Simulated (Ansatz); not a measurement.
Geometry optimisation, Ansatz, RKS B3LYP/def2-SVP.

input.yaml

```yaml
crystal:
  periodic: [false, false, false]
  atoms:
    - { symbol: "N", position_ang: [-0.08, 1.9443, 1.7029] }
    - { symbol: C, position_ang: [0.3988, 1.1856, 0.8408] }
    - { symbol: Ge, position_ang: [-0.6835, -0.1684, -0.0385] }
    - { symbol: C, position_ang: [0.547, -1.1813, -1.2426] }
    - { symbol: Cl, position_ang: [1.753, -2.022, -0.3341] }
    - { symbol: H, position_ang: [-1.1288, 1.9419, 1.9291] }
    - { symbol: H, position_ang: [1.4844, 1.2776, 0.6111] }
    - { symbol: H, position_ang: [-1.214, -1.1006, 1.0372] }
    - { symbol: H, position_ang: [-1.7913, 0.5184, -0.783] }
    - { symbol: H, position_ang: [-0.1436, -1.9454, -1.7429] }
    - { symbol: H, position_ang: [0.9233, -0.507, -1.9594] }
basis:
  gaussian: { orbitals: def2-SVP }
hamiltonian:
  xc: b3lyp
relax:
  f_tol: 0.02
  max_steps: 50
```

Launched with:

```bash
$ ansatz run input.yaml --threads 2 --pin off --max-ram 3072MiB --backend cpu --events-out ev --progress --plain --runs-dir out
```

Where does it end, and by what steps?

It converged. The force dipped under the threshold on the way, but the program's further checks kept it going. After 26 steps the energy has fallen by 0.446 eV; H6 moved furthest, 1.06 Å.

```tsv
step	energy less start (eV)	largest force component (eV/Å)	accepted
0	0.0000	3.533	yes
1	-0.2421	1.244	yes
2	-0.1735	2.661	no
3	-0.3689	0.806	yes
4	-0.4056	0.265	yes
5	-0.4100	0.087	yes
6	-0.4113	0.065	yes
7	-0.4124	0.044	yes
8	-0.4130	0.133	yes
9	-0.4142	0.129	yes
10	-0.4159	0.174	yes
11	-0.4178	0.295	yes
12	-0.4220	0.227	yes
13	-0.4228	0.672	yes
14	-0.4194	0.619	no
15	-0.4347	0.119	yes
16	-0.4381	0.066	yes
17	-0.4423	0.038	yes
18	-0.4361	0.564	no
19	-0.4444	0.017	yes
20	-0.4446	0.175	yes
21	-0.4444	0.110	no
22	-0.4456	0.027	yes
23	-0.4458	0.006	yes
24	-0.4459	0.032	yes
25	-0.4459	0.021	yes
26	-0.4459	0.007	yes
```

```xyz
11
Properties=species:S:1:pos:R:3
N 0.003 2.237 1.386
C 0.364 1.043 1.141
Ge -0.677 -0.331 0.158
C 0.426 -1.072 -1.314
Cl 1.913 -1.848 -0.632
H -0.936 2.433 1.009
H 1.363 0.736 1.503
H -1.086 -1.496 1.082
H -1.936 0.362 -0.422
H -0.119 -1.838 -1.883
H 0.750 -0.284 -2.007
```

Whether the end is a true minimum wasn't checked by a vibrational analysis.

Time of the run: 50 s on 2 threads of AMD EPYC 9R45 96-Core Processor (Zen 5), with other jobs on the host, peak memory 0.34 GiB.
